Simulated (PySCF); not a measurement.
# Cd²⁺ (cadmium, charge +2) across methods

[Kr] 4d9 5p1, one real determinant (an excited configuration). All numbers are calculated (PySCF 2.14, scalar relativity by spin-free X2C-1e, in x2c-TZVPPall with one added diffuse shell each of s, p, d, f type (9s7p7d3f1g, 95 functions)).

| method | E (hartree) | mean ε 4d α (eV) | mean ε 4d β (eV) | mean ε 5p α (eV) | Σ⟨r²⟩ (bohr²) | ⟨S²⟩ |
| --- | --- | --- | --- | --- | --- | --- |
| TPSSh | -5592.18 | -37.492 | -36.579 | -17.755 | 35.45 | 2.001 |
| r2SCAN | -5592.40 | -37.057 | -36.053 | -17.681 | 35.33 | 2.001 |
| BHandHLYP | -5592.39 | -41.172 | -40.176 | -18.776 | 35.54 | 2.001 |
| PBE | -5591.97 | -36.528 | -35.632 | -17.563 | 35.45 | 2.000 |
| wB97M-V | -5592.01 | -41.433 | -40.542 | -20.031 | 35.57 | 2.000 |
| LDA | -5586.69 | -36.716 | -35.823 | -17.693 | 35.36 | 2.000 |
| UHF | -5589.87373 | -45.088 | -43.831 | -19.693 | 35.88 | 2.002 |
| PBE0 | -5592.06 | -38.946 | -37.971 | -18.235 | 35.44 | 2.001 |

**Question.** Estimate the same row for BP86.

**Answer.** E (hartree) = -5593.03; mean ε 4d α (eV) = -36.601; mean ε 4d β (eV) = -35.743; mean ε 5p α (eV) = -17.693; Σ⟨r²⟩ (bohr²) = 35.34; ⟨S²⟩ = 2.000.

⟨L²⟩ = 8.02 against 12 for a pure F term, so this real determinant mixes terms.
